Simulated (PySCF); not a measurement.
SMILES N[Te]O[SiH3] (H5NOSiTe) (CAM-B3LYP/def2-SVP optimised geometry):

```
9

Te    -1.993    -1.233     0.000
N     -2.413     0.713     0.000
H     -2.164     1.233     0.837
H     -2.207     1.232    -0.848
O      0.015    -1.233     0.000
Si     1.008    -1.047    -1.316
H      0.814    -2.138    -2.316
H      2.413    -1.070    -0.833
H      0.756     0.255    -2.006
```

Calculation: CAM-B3LYP/def2-TZVP, def2 effective core potentials past Kr run with PySCF.

Task: What are the frontier orbital energies and the dipole moment?

Result: HOMO-2 -9.99 eV, HOMO-1 -9.57 eV, HOMO -7.50 eV, LUMO -0.43 eV, LUMO+1 0.17 eV; dipole moment 1.44 D.

On the same geometry PBE/def2-TZVP, def2 effective core potentials past Kr (PySCF) gives HOMO-2 -7.18 eV, HOMO-1 -6.77 eV, HOMO -5.08 eV, LUMO -2.33 eV, LUMO+1 -1.68 eV; dipole moment 1.51 D.
